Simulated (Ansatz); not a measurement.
Molecule: Si2H4, net charge -1, doublet state. 
Structure (B3LYP-D3(BJ)/def2-TZVP (Ansatz, a first-principles code) minimum search):
```xyz
6

Si     0.0214     1.0202     0.8466
H     -0.4079     1.9301    -0.3255
Si     0.0055    -0.8553    -0.6091
H      0.9433    -0.8527    -1.7961
H     -1.2979    -1.2384    -1.2746
H      0.3861    -2.1480     0.0702
```
Charge -1, spin multiplicity 2.

Basis-set convergence of Hartree-Fock and CCSD correlation energies (hartree) with Ansatz. Correlated levels leave the core frozen unless marked. UHF or UKS for open shells. Spin-orbit coupling is left out. No relativistic terms. This anion needs diffuse functions, which these sets lack.

| basis | functions | E(HF) | E(corr, CCSD) |
|---|---|---|---|
| cc-pV(D+d)Z | 66 | -580.15746 | -0.24569 |
| cc-pV(T+d)Z | 134 | [?] | [?] |

**Question.** Fill in the missing entries.

**Answer.** 
- cc-pV(T+d)Z, E(HF): -580.18112
- cc-pV(T+d)Z, E(corr, CCSD): -0.29384
